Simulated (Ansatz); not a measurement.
Abridged output of a molecular run in Ansatz:

```
Functional definition: HF
1021 factors; integrals over basis functions are off by at most 1.4e-3 eV
mean field evaluation 1: about -11070.8238 eV, gradient 2.8e1 eV
mean field evaluation 2: about -11070.8268 eV, gradient 2.8e1 eV
mean field evaluation 4: about -11073.3875 eV, gradient 3.7e0 eV
mean field evaluation 8: about -11073.4401 eV, gradient 6.6e-4 eV
mean field -11073.44008062 eV, -406.9414171155 hartree, gradient 1.4e-6 eV, S^2 0.000000; 0 other end points of the search recorded, 0 dependent functions left out
8 core orbitals not correlated: weight in the atoms' cores, before any rotation towards them, 1.000 or more for the frozen orbitals, at most 0.000 for the correlated occupied ones
reference -11073.44008062 eV, -406.9414171155 hartree; 12, 12 occupied and 80, 80 virtual orbitals, 1021 factors
second order -14.35115045 eV of doubles, -0.00000000 eV of singles
cycle   1  -15.42825553 eV  change    -1.1e0 eV  update   8.9e-2
cycle   2  -15.91973066 eV  change   -4.9e-1 eV  update   2.9e-2
cycle   3  -15.97829789 eV  change   -5.9e-2 eV  update   1.1e-2
cycle   4  -15.97472284 eV  change    3.6e-3 eV  update   3.5e-3
cycle   5  -15.97472366 eV  change   -8.2e-7 eV  update   1.3e-3
cycle   6  -15.97435320 eV  change    3.7e-4 eV  update   4.9e-4
cycle   7  -15.97421972 eV  change    1.3e-4 eV  update   2.1e-4
cycle   8  -15.97424180 eV  change   -2.2e-5 eV  update   9.6e-5
cycle   9  -15.97423835 eV  change    3.4e-6 eV  update   4.0e-5
cycle  10  -15.97423507 eV  change    3.3e-6 eV  update   1.5e-5
perturbative correction -0.50650571 eV, -0.0186137413 hartree
Total energy: -11089.92082139 eV, -407.5470731678 hartree
```

Its atoms:

Z-matrix (Å, degrees):
```
C
C 1 1.532
Si 1 2.312 2 54.8
H 1 1.146 2 112.9 3 5.0
H 1 1.089 2 112.0 3 -112.0
H 1 1.090 2 114.0 3 120.6
C 2 1.513 1 114.4 3 123.2
H 2 1.091 1 110.2 3 -110.6
H 3 1.529 1 85.5 2 -99.6
H 7 1.093 2 111.1 1 -173.7
H 7 1.093 2 110.7 1 -54.4
H 7 1.096 2 112.0 1 66.3
```

(1) Which basis set was used?
A. def2-SVPD
B. def2-TZVPP
C. def2-SVP
D. cc-pV(T+d)Z

(2) Write the keys of the input that set method, charge and spin (a neutral closed shell needs none for the last two).

## Answers

(1) C. It gives 100 functions.

(2) 
```yaml
correlation: {method: ccsd_t}
```
